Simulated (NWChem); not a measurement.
SnHOF, singlet; SMILES [OH][Sn][F]

```xyz
4

Sn     0.3695     0.0310     0.0000
F     -0.8606    -1.5009     0.0000
O     -1.0951     1.3742     0.0000
H     -1.9713     0.9642     0.0000
```
Atoms are numbered in this order, from 1.

Results from NWChem. Low-valent species are run as closed-shell singlets; no triplet was tried in these runs. Structure relaxed at the PBE0/def2-SVP level. def2 effective core potentials on Sn; no spin-orbit coupling. Ions are spin-unrestricted doublets at the neutral geometry; other ion states weren't tried. Functional: LC-ωPBE (HJS hole) with def2-SVP; the question gives the range parameter ω in 1/bohr.

What does the run give for range parameter (1/bohr) 0.50? Quantities: vertical ionisation energy, ΔSCF (eV); −ε(HOMO) (eV).

The vertical ionisation energy, ΔSCF (eV) is 10.66 and the −ε(HOMO) (eV) is 10.84.
